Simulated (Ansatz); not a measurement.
Saddle point of AlNH$_{4}$Cl$_{2}$, singlet (AlNH₂Cl₂ ([NH2][Al]([Cl])[Cl]) + H₂ → AlHCl₂ ([Cl][AlH][Cl]) + NH₃ (still joined by a long Al–N bond); bonds formed: Al1–H6, N2–H5; bonds broken: H5–H6; bonds weakened to dative contacts: Al1–N2), PBE0-D4/def2-TZVP structure:

Al1  (-0.623, -0.339, -0.431)
N2  (0.580, 0.215, 0.879)
Cl3  (-0.432, -2.332, -1.036)
Cl4  (-2.476, 0.631, -0.411)
H5  (0.836, 0.670, -0.439)
H6  (0.511, 0.646, -1.389)
H7  (0.338, 0.927, 1.555)
H8  (1.265, -0.417, 1.271)
(Å)

Energies are electronic, without zero-point energy. Barriers and step energies count from the start structure reached by relaxing down the imaginary mode; all methods use the PBE0-D4 structures, on which another method's saddle can fall below an end. Computed with Ansatz 0.2.0 (basis: def2-TZVPP, with def2-QZVPP for the basis limit); correlated methods freeze the cores. B3LYP uses VWN-RPA correlation. Extrapolation: Hartree–Fock as exp(−7.88 √X), correlation as X^−2.97.

| method | barrier (kcal/mol) | step energy (kcal/mol) |
| --- | --- | --- |
| SPW92 | 8.97 | -18.48 |
| PBE-D4 | 14.67 | -15.76 |
| BLYP-D4 | 18.26 | -13.77 |
| r2SCAN-D4 | 16.07 | -15.84 |
| B97M-V | 16.77 | -18.82 |
| PBE0-D4 | 16.57 | -17.62 |
| B3LYP-D4 | 19.36 | -15.51 |
| r2SCAN0-D4 | 17.72 | -17.23 |
| BHLYP-D4 | ? | -17.59 |
| CAM-B3LYP-D4 | ? | -16.64 |
| wB97X-V | 20.03 | -17.23 |
| wB97M-V | 20.54 | -16.27 |
| B2PLYP | 20.20 | -15.58 |
| PBE-QIDH | 18.81 | -17.82 |
| RPA on PBE | ? | -16.24 |
| HF | 28.55 | -19.09 |
| MP2 | 20.73 | -15.23 |
| CCSD | 21.97 | -16.96 |
| CCSD(T) | 20.80 | -16.41 |

Task: Fill in the withheld barriers. (Judge from chemistry; the value comes from the calculation.)

Result: Computed: BHLYP-D4 21.79; RPA on PBE 20.43; CAM-B3LYP-D4 19.58 kcal/mol. Each is the energy of the saddle less that of the start structure, by the same method.

For comparison, the barrier by CCSD(T) at an estimated basis limit (MP2 extrapolated from triple and quadruple zeta, plus CCSD(T) − MP2 in triple zeta) is 20.90 kcal/mol.

No T1 diagnostic of these runs exceeds 0.010. The end structure is not quite a true minimum (one mode of 75i cm⁻¹).

Labels in which every atom is bracketed show which atoms are joined, not bond orders.

For scale, one of the runs: CCSD(T)/def2-TZVPP, 213 basis functions, launched by `ansatz run in.yaml --threads 4 --pin off --events-out ev --progress --plain --max-ram 9574MiB`. Hardware: 4 CPU threads of an Arm Neoverse V2, shared host. Wall time 45 s; peak host memory 2.8 GiB.
